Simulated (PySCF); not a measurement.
Compounds:
1. `C=C(C)CCCl`, C5H9Cl
2. `O=C(Cl)c1ccc(C2CC2)o1`, C8H7ClO2
3. `N1=NNC(C)=C1C(C)(C)C`, C7H13N3
4. SMILES Cc1cccc(C(=O)F)c1, C8H7FO
5. SMILES c1c(O)cc2c(c1F)[C@H]2C, C8H7FO
6. `C#CC#CC`, C5H4
7. `InChI=1S/C7H8O2Si/c8-5-6-3-1-2-4-7(6)9-10/h1-5H,10H3`
8. SMILES C#C[SiH]1OC=CO1, C4H4O2Si

How the numbers were obtained: NMR shieldings at PBE0/pcSseg-1/GIAO, GFN2-xTB structure, in PySCF 2.14.0 with density-fitted response routines (non-relativistic, in vacuum, fast rotation and ring inversion assumed for equivalent nuclei, a single conformation).

References, each an isolated molecule treated in the same way: 1H (σref 31.72), 13C (σref 186.93) vs TMS. Shifts are as computed. Against solution values, carbons near 30 ppm lie about +3 ppm off and those near 130 ppm about +5 ppm; carbons on Cl a further +6 ppm. Of 1211 compounds with measured shifts, 218 miss one by over three times the rms of a fit or turn the order of signals round; such compounds aren't used in these exercises. Carbons bonded to Cl come out too deshielded. OH and NH positions are gas-phase values without hydrogen bonding to other molecules.

**Question.** Which show a 13C signal above 185 ppm?

**Answer.** 7 (192.8: aldehyde carbonyl carbon).

**Question.** Which show a 1H signal between 3 and 4.5 ppm from a carbon-bound hydrogen?

**Answer.** 1 (3.51: hydrogen on an sp3 CH2 bonded to Cl); 5 (4.09: hydrogen on a three-membered-ring carbon).

**Question.** Which show a 1H signal above 9 ppm from a carbon-bound hydrogen?

**Answer.** 7 (10.83: hydrogen on an aldehyde carbonyl carbon).

**Question.** Which give exactly 3 13C signals?

**Answer.** 8 (δ 137.8, 100.6, 86.4).
